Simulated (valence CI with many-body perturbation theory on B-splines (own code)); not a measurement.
## E1 line list for Xe⁴⁹⁺

Level of theory: configuration interaction combined with many-body perturbation theory (CI+MBPT): three valence electrons over a frozen Dirac-Fock core [He], a basis of 11 s, 11 p, 10 d, 8 f, 5 g, 2 h functions for each j, with the one-electron correlation potential Σ1 (screened to all orders), the two-electron term Σ2, the three-electron term Σ3, Breit, model QED; selected single and double excitations, second order for the rest, scaled by the run's own slope (own B-spline code, finite nucleus).

No measured spectrum was set against this ion. As an estimate, large intervals hold to a few tenths of a per cent, small ones and those within an open d or f shell to about a per cent.

Lines 151 to 200 of 464 in falling wavelength, among levels below 7510.7 eV, chosen from the strongest by gf and those to the six lowest levels. Wavelengths and rates use the calculated energies. Electric multipoles are in the length gauge, E1 and E2 with the static RPA response of the core. Weak lines are less certain than strong ones. Lines between different terms over intervals too small for the method are left out, as are lines whose strength nearly cancels. The highest levels of a list are the least certain.

Levels are named by their leading jj configuration (3d3/2^4 stands for four electrons in 3d with j = 3/2), which in mixed levels can hold well under half, so a name can repeat and another be missing. Letters in brackets count levels of one name in rising energy.

```csv
λ vac (Å),Upper,Lower,A (s⁻¹),S (a.u.) with core polarisation,S without
22.48,(2p1/2 2p3/2^2) J=3/2,(2s 2p1/2 2p3/2) J=5/2,6.95e+10,1.56e-03,1.56e-03
22.45,(2p3/2^2 3d3/2) J=5/2,(2s 2p3/2 3d3/2) J=5/2 [a],2.85e+11,9.54e-03,9.55e-03
22.38,(2s 2p1/2 2p3/2) J=3/2 [b],(2s^2 2p1/2) J=1/2,6.91e+11,1.53e-02,1.53e-02
22.37,(2s 2p1/2 2p3/2) J=1/2,(2s^2 2p1/2) J=1/2,8.70e+11,9.60e-03,9.62e-03
22.32,(2p3/2^2 3s) J=5/2,(2s 2p3/2 3s) J=5/2,4.70e+11,1.55e-02,1.55e-02
22.16,(2p1/2 2p3/2^2) J=1/2,(2s 2p1/2 2p3/2) J=3/2 [b],8.93e+11,9.59e-03,9.61e-03
21.98,(2s 2p3/2^2) J=1/2,(2s^2 2p3/2) J=3/2,7.19e+11,7.53e-03,7.54e-03
21.94,(2s 2p3/2^2) J=3/2,(2s^2 2p3/2) J=3/2,1.22e+12,2.54e-02,2.54e-02
21.92,(2p1/2^2 2p3/2) J=3/2,(2s 2p1/2^2) J=1/2,5.04e+11,1.05e-02,1.05e-02
21.70,(2p1/2 2p3/2^2) J=5/2,(2s 2p1/2 2p3/2) J=5/2,5.00e+11,1.52e-02,1.52e-02
21.26,(2p1/2 2p3/2^2) J=3/2,(2s 2p1/2 2p3/2) J=3/2 [a],5.73e+11,1.09e-02,1.09e-02
7.548,(2s 2p3/2 4s) J=5/2,(2s 2p3/2 3p3/2) J=5/2 [a],2.92e+12,3.71e-03,3.71e-03
7.546,(2p1/2^2 4s) J=1/2,(2p1/2^2 3p3/2) J=3/2,1.21e+13,5.14e-03,5.14e-03
7.541,(2s 2p1/2 4p3/2) J=5/2,(2s 2p1/2 3d5/2) J=7/2,2.30e+12,2.92e-03,2.92e-03
7.531,(2s 2p1/2 4s) J=3/2,(2s 2p1/2 3p3/2) J=5/2,9.35e+12,7.89e-03,7.88e-03
7.531,(2s 2p1/2 4s) J=1/2 [a],(2s 2p1/2 3p3/2) J=3/2 [a],1.23e+13,5.19e-03,5.19e-03
7.531,(2s^2 4s) J=1/2,(2s^2 3p3/2) J=3/2,1.09e+13,4.59e-03,4.59e-03
7.522,(2s 2p1/2 4s) J=1/2 [b],(2s 2p1/2 3p3/2) J=3/2 [b],7.22e+12,3.03e-03,3.03e-03
7.520,(2s 2p3/2 4s) J=3/2,(2s 2p3/2 3p3/2) J=5/2 [a],3.74e+12,3.14e-03,3.14e-03
7.493,(2s 2p1/2 4f7/2) J=7/2 [a],(2s 2p1/2 3d5/2) J=5/2 [b],5.08e+12,8.44e-03,8.44e-03
7.478,(2s 2p3/2 4s) J=5/2,(2s 2p3/2 3p3/2) J=7/2,8.09e+12,1.00e-02,1.00e-02
7.461,(2s 2p3/2 4s) J=3/2,(2s 2p3/2 3p3/2) J=3/2 [a],4.10e+12,3.36e-03,3.36e-03
7.420,(2s 2p1/2 4f5/2) J=7/2,(2s 2p1/2 3d5/2) J=5/2 [b],3.69e+12,5.95e-03,5.95e-03
7.417,(2s 2p1/2 4f5/2) J=5/2 [b],(2s 2p1/2 3d5/2) J=5/2 [b],2.38e+12,2.87e-03,2.87e-03
7.417,(2s 2p1/2 4f5/2) J=5/2 [b],(2s 2p1/2 3d5/2) J=3/2,3.10e+12,3.75e-03,3.75e-03
7.414,(2p1/2^2 4f5/2) J=5/2,(2p1/2^2 3d5/2) J=5/2,5.71e+12,6.89e-03,6.89e-03
7.393,(2s 2p1/2 4f5/2) J=3/2,(2p1/2^2 3p1/2) J=1/2,1.16e+13,9.23e-03,9.23e-03
7.389,(2s 2p1/2 4f7/2) J=5/2,(2s 2p1/2 3d5/2) J=5/2 [b],7.94e+12,9.49e-03,9.49e-03
7.389,(2s 2p1/2 4f7/2) J=5/2,(2s 2p1/2 3d5/2) J=3/2,7.48e+13,8.94e-02,8.94e-02
7.389,(2s 2p1/2 4f7/2) J=7/2 [b],(2s 2p1/2 3d5/2) J=5/2 [b],7.35e+13,1.17e-01,1.17e-01
7.389,(2s 2p1/2 4f5/2) J=5/2 [a],(2s 2p1/2 3d5/2) J=5/2 [a],4.87e+12,5.82e-03,5.82e-03
7.386,(2p1/2^2 4f7/2) J=7/2,(2p1/2^2 3d5/2) J=5/2,8.59e+13,1.37e-01,1.37e-01
7.373,(2s 2p1/2 4f5/2) J=7/2,(2s 2p1/2 3d5/2) J=7/2,6.04e+12,9.56e-03,9.56e-03
7.369,(2s 2p1/2 4f5/2) J=5/2 [a],(2s 2p1/2 3d3/2) J=3/2 [b],8.47e+12,1.00e-02,1.00e-02
7.366,(2s^2 4f5/2) J=5/2,(2s^2 3d5/2) J=5/2,5.77e+12,6.83e-03,6.83e-03
7.362,(2s 2p1/2 4f7/2) J=7/2 [a],(2s 2p1/2 3d5/2) J=5/2 [a],7.43e+13,1.17e-01,1.17e-01
7.347,(2s 2p1/2 4f7/2) J=9/2,(2s 2p1/2 3d5/2) J=7/2,8.69e+13,1.70e-01,1.70e-01
7.343,(2s 2p1/2 4f7/2) J=7/2 [b],(2s 2p1/2 3d5/2) J=7/2,6.49e+12,1.01e-02,1.02e-02
7.340,(2s^2 4f7/2) J=7/2,(2s^2 3d5/2) J=5/2,8.69e+13,1.36e-01,1.36e-01
7.291,(2s 2p1/2 4f5/2) J=7/2,(2s 2p1/2 3d5/2) J=5/2 [a],4.98e+12,7.61e-03,7.62e-03
7.288,(2s 2p1/2 4f5/2) J=5/2 [b],(2s 2p1/2 3d5/2) J=5/2 [a],2.63e+12,3.01e-03,3.01e-03
7.278,(2s 2p1/2 4f7/2) J=7/2 [a],(2s 2p1/2 3d3/2) J=5/2,7.73e+12,1.18e-02,1.18e-02
7.270,(2s 2p1/2 4f5/2) J=3/2,(2s 2p1/2 3d3/2) J=3/2 [b],2.11e+13,1.60e-02,1.60e-02
7.269,(2s 2p1/2 4f5/2) J=5/2 [b],(2s 2p1/2 3d3/2) J=3/2 [b],5.79e+13,6.59e-02,6.59e-02
7.262,(2s 2p1/2 4f7/2) J=7/2 [b],(2s 2p1/2 3d5/2) J=5/2 [a],6.41e+12,9.70e-03,9.70e-03
7.256,(2s 2p1/2 4d5/2) J=3/2,(2p1/2^2 3s) J=1/2,8.30e+12,6.26e-03,6.26e-03
7.247,(2s 2p1/2 4f5/2) J=3/2,(2s 2p1/2 3d3/2) J=1/2,5.05e+13,3.80e-02,3.80e-02
7.244,(2p1/2^2 4f5/2) J=5/2,(2p1/2^2 3d3/2) J=3/2,8.28e+13,9.31e-02,9.32e-02
7.243,(2s^2 4f5/2) J=5/2,(2s^2 3d3/2) J=3/2,7.97e+13,8.97e-02,8.97e-02
7.218,(2s 2p1/2 4f5/2) J=5/2 [a],(2s 2p1/2 3d3/2) J=3/2 [a],7.35e+13,8.19e-02,8.19e-02
```
